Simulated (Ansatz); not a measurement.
Geometry optimisation, UKS PBE0-D4/def2-SVP (Ansatz 0.2.0).

The input (input.yaml):

```yaml
crystal:
  periodic: [false, false, false]
  atoms:
    - { symbol: In, position_ang: [0.0, 0.0, -0.342128] }
    - { symbol: Cl, position_ang: [0.0, 0.0, 3.288692] }
    - { symbol: Cl, position_ang: [2.070468, 0.0, -1.4992] }
    - { symbol: Cl, position_ang: [-2.070468, 0.0, -1.4992] }
    - { symbol: Cl, position_ang: [0.0, 0.0, 5.331836] }
magnetization:
  spin_polarized: true
  initial_magnetization: 1
basis:
  gaussian: { orbitals: def2-SVP }
hamiltonian:
  xc: pbe0
  dispersion: d4
relax:
  f_tol: 0.03
  max_steps: 50
```

Run as:

```bash
$ ansatz run input.yaml --threads 4 --pin off --max-ram 5120MiB --backend cpu --events-out ev --progress --plain --runs-dir out
```

**Question.** Where does it end, and by what steps?

**Answer.** The run converged. After 8 steps the energy has fallen by 1.264 eV; Cl2 moved furthest, 0.97 Å. Parted: Cl2–Cl5 (2.04 → 2.94 Å). Joined: In1–Cl2 (3.63 → 2.33 Å).

| step | energy less start (eV) | largest force component (eV/Å) | accepted |
| --- | --- | --- | --- |
| 0 | 0.0000 | 0.248 | yes |
| 1 | -0.0955 | 0.674 | yes |
| 2 | -0.2437 | 1.320 | yes |
| 3 | -0.4777 | 2.263 | yes |
| 4 | -0.7391 | 2.264 | yes |
| 5 | -1.1501 | 0.915 | yes |
| 6 | -1.2529 | 0.167 | yes |
| 7 | -1.2642 | 0.031 | yes |
| 8 | -1.2643 | 0.005 | yes |

```xyz
5
Properties=species:S:1:pos:R:3
In 0.000 0.000 -0.012
Cl 0.000 0.000 2.320
Cl 2.022 0.000 -1.143
Cl -2.022 0.000 -1.143
Cl 0.000 0.000 5.259
```

Whether the end is a true minimum wasn't checked by a vibrational analysis.

The run took 33 s on 4 threads of Arm Neoverse V1, on a shared host, peak memory 0.39 GiB.
